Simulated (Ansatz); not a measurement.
Consider the redistribution: `[F][Ge][F]` + `C[Si](O)([SiH3])S` → `[F][Ge][SH]` + `C[Si](O)(F)[SiH3]`.

Program: Ansatz. Geometries: PBE0-D4/def2-TZVP. ΔE: electronic, gas phase. CCSD(T)/CBS is the MP2 limit (def2-TZVPP, def2-QZVPP) plus CCSD(T) − MP2 in def2-TZVPP, frozen cores. DFT in def2-TZVPP. B3LYP here is the variant with VWN-RPA as its local correlation; programs differ in this. For Ge outer-core shells are correlated without core-valence functions, which leaves a few kJ/mol of doubt a bond. Scalar relativity is left out up to krypton. Each species was taken in one conformer, which may not be the lowest.

`[F][Ge][F]`:

Cartesian coordinates in Å:
```
F -1.125 -0.296 -0.713
Ge 0.584 -0.346 -0.362
F 0.541 0.642 1.076
```

`C[Si](O)([SiH3])S`:

```xyz
13

C    -1.564   -1.012   -0.106
Si   -0.271    0.331   -0.109
O    -0.274    1.208   -1.507
Si    1.918   -0.461    0.115
S    -0.782    1.555    1.582
H    -1.428   -1.667   -0.970
H    -2.570   -0.587   -0.155
H    -1.494   -1.617    0.801
H    -1.025    1.786   -1.656
H     2.365   -1.206   -1.093
H     1.992   -1.373    1.289
H     2.843    0.682    0.343
H     0.288    2.360    1.465
```

`[F][Ge][SH]`:

Z-matrix (Å, degrees):
```
Ge
F 1 1.757
S 1 2.235 2 95.2
H 3 1.345 1 92.2 2 -180.0
```

`C[Si](O)(F)[SiH3]`:

Z-matrix (Å, degrees):
```
C
Si 1 1.857
H 1 1.093 2 110.9
H 1 1.093 2 110.8 3 -120.2
H 1 1.094 2 110.8 3 120.3
O 2 1.640 1 112.1 3 -60.6
F 2 1.608 1 106.2 3 -179.6
Si 2 2.342 1 115.1 3 60.4
H 6 0.959 2 118.9 1 -48.9
H 8 1.488 2 109.9 1 -60.2
H 8 1.486 2 110.9 1 179.1
H 8 1.489 2 109.8 1 58.7
```

```json
{"level": "PBE-D4", "ΔE (kJ/mol)": "-46.7", "difference from CCSD(T)/CBS": "7.2"}
{"level": "r2SCAN-D4", "ΔE (kJ/mol)": "-54.2", "difference from CCSD(T)/CBS": "-0.3"}
{"level": "PBE0-D4", "ΔE (kJ/mol)": "-50.3", "difference from CCSD(T)/CBS": "3.6"}
{"level": "B3LYP-D4", "ΔE (kJ/mol)": "-53.8", "difference from CCSD(T)/CBS": "0.1"}
{"level": "ωB97X-V", "ΔE (kJ/mol)": "-45.5", "difference from CCSD(T)/CBS": "8.4"}
{"level": "ωB97M-V", "ΔE (kJ/mol)": "-48.4", "difference from CCSD(T)/CBS": "5.5"}
{"level": "B2PLYP", "ΔE (kJ/mol)": "-55.4", "difference from CCSD(T)/CBS": "-1.5"}
{"level": "PBE", "ΔE (kJ/mol)": "-50.4", "difference from CCSD(T)/CBS": "3.5"}
{"level": "r2SCAN", "ΔE (kJ/mol)": "-55.4", "difference from CCSD(T)/CBS": "-1.5"}
{"level": "PBE0", "ΔE (kJ/mol)": "-53.8", "difference from CCSD(T)/CBS": "0.1"}
{"level": "B3LYP", "ΔE (kJ/mol)": "-59.6", "difference from CCSD(T)/CBS": "-5.7"}
{"level": "HF/def2-TZVPP", "ΔE (kJ/mol)": "-65.4", "difference from CCSD(T)/CBS": "-11.5"}
{"level": "MP2/def2-TZVPP", "ΔE (kJ/mol)": "-48.8", "difference from CCSD(T)/CBS": "5.1"}
{"level": "SCS-MP2/def2-TZVPP", "ΔE (kJ/mol)": "-50.7", "difference from CCSD(T)/CBS": "3.2"}
{"level": "CCSD/def2-TZVPP", "ΔE (kJ/mol)": "-55.4", "difference from CCSD(T)/CBS": "-1.5"}
{"level": "CCSD(T)/def2-TZVPP", "ΔE (kJ/mol)": "-53.3", "difference from CCSD(T)/CBS": "0.6"}
{"level": "HF/def2-QZVPP", "ΔE (kJ/mol)": "-65.4", "difference from CCSD(T)/CBS": "-11.5"}
{"level": "MP2/def2-QZVPP", "ΔE (kJ/mol)": "-49.2", "difference from CCSD(T)/CBS": "4.7"}
{"level": "SCS-MP2/def2-QZVPP", "ΔE (kJ/mol)": "-51.0", "difference from CCSD(T)/CBS": "2.9"}
{"level": "HF/CBS(def2)", "ΔE (kJ/mol)": "-65.4", "difference from CCSD(T)/CBS": "-11.5"}
{"level": "MP2/CBS(def2)", "ΔE (kJ/mol)": "-49.5", "difference from CCSD(T)/CBS": "4.4"}
{"level": "CCSD/CBS(def2)", "ΔE (kJ/mol)": "-56.1", "difference from CCSD(T)/CBS": "-2.2"}
{"level": "CCSD(T)/CBS", "ΔE (kJ/mol)": "-53.9", "difference from CCSD(T)/CBS": "0"}
```

Largest T1 diagnostic among the species: 0.015.

In def2-TZVPP, CCSD(T) changes the Hartree–Fock value by +12.1 kJ/mol (the triples alone add +2.2 kJ/mol) and MP2 by +16.5 kJ/mol. From PBE to PBE0 (25 % exact exchange), in def2-TZVPP and without D4, ΔE moves by −3.4 kJ/mol.
